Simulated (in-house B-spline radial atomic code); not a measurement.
Neutral dysprosium is squeezed into an impenetrable sphere of radius R (the orbitals vanish at R). Level of theory: scalar-relativistic (X2C) Hartree-Fock, spin-polarised, averaged over the determinants with the given up and down occupations, Fermi nucleus of rms radius 5.2218 fm; calculated with a B-spline radial code for spherical atoms.

Energies in eV above the free atom in [Xe] 4f10 6s2:

```
R (bohr)  highest level (eV)  [Xe] 4f10 6s2  [Kr] 4d10 4f10 5s2 5p5 5f1 6s2  [Kr] 4d10 4f10 5s2 5p5 6s2 6f1
    9.53               -4.84         0.1921                           31.08                           38.08
    6.67               -3.41          2.164                           36.81                           51.44
     5.2              -0.038          7.852                           47.53                           72.19
    4.03                9.21          25.56                           74.42                           116.7
    3.81                12.8          32.96                            84.6                           132.3
    3.28                27.1          64.96                           125.7                           191.7
    2.74                58.5          146.4                           222.2                           319.5
    2.08                 164          491.5                           601.7                           777.4
    1.85                 245          806.8                           935.8                            1161
    1.53                 457           1760                            1921                            2258
```

Q: Does [Kr] 4d10 4f10 5s2 5p5 5f1 6s2 fall below [Xe] 4f10 6s2 under compression?

A: No, it stays above over the whole range.

Q: Does [Kr] 4d10 4f10 5s2 5p5 6s2 6f1 fall below [Xe] 4f10 6s2 under compression?

A: No, it stays above over the whole range.

The highest level is first positive in the row R = 4.03 bohr, pushed up by confinement above the zero of the free ion's potential. Each configuration is held fixed and needn't be the lowest in the sphere.
